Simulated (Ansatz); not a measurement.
Cu(PH3)H (CuPH4). Charge 0, multiplicity 1. Geometry PBE0-D4/def2-TZVP, basis def2-TZVP, Ansatz.

| run | HOMO (eV) | LUMO (eV) |
| --- | --- | --- |
| A | -5.09 | -1.39 |
| B | -5.15 | -1.50 |
| C | -6.17 | -0.63 |
| D | -5.28 | -1.42 |
| E | -5.76 | -1.01 |
| F | -5.22 | -1.28 |

HSE06 is defined as in plane-wave codes, on full-range PBE exchange.

Q: The runs used B97M-V, BLYP, HSE06, PBE, PBE0, r2SCAN. Estimate which is which.

A: A BLYP (0 % exact exchange); B PBE (0 % exact exchange); C PBE0 (25 % exact exchange); D B97M-V (0 % exact exchange); E HSE06 (range-separated); F r2SCAN (0 % exact exchange). Exact exchange lowers occupied and raises empty levels; among semilocal functionals meta-GGAs tend to open the gap a little, and such runs are hard to tell apart. The gap grows from 3.65 eV (PBE) to 5.54 eV (PBE0).
